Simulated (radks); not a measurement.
Problem. Sm52+, 10 electrons, occupied as [Ne]. All-electron calculation, non-relativistic Kohn-Sham, PBE, spin-polarised, spherical densities, point nucleus; relativity is left out, which matters for an element this heavy. Program: a radial shooting solver on a logarithmic mesh with Libxc functionals. Some entries of the table are withheld. Estimate them.

orbital  occ.  eigenvalue (hartree)  <1/r> (bohr^-1)
1s          2                   (1)            61.50
2s          2                   (2)            14.55
2p          6                   (3)            14.52
3s          0             -164.2925            6.203
3p          0                   (4)            6.159

Solution. 
(1) 1s eigenvalue (hartree): -1761.692
(2) 2s eigenvalue (hartree): -389.3132
(3) 2p eigenvalue (hartree): -378.6115
(4) 3p eigenvalue (hartree): -160.6272
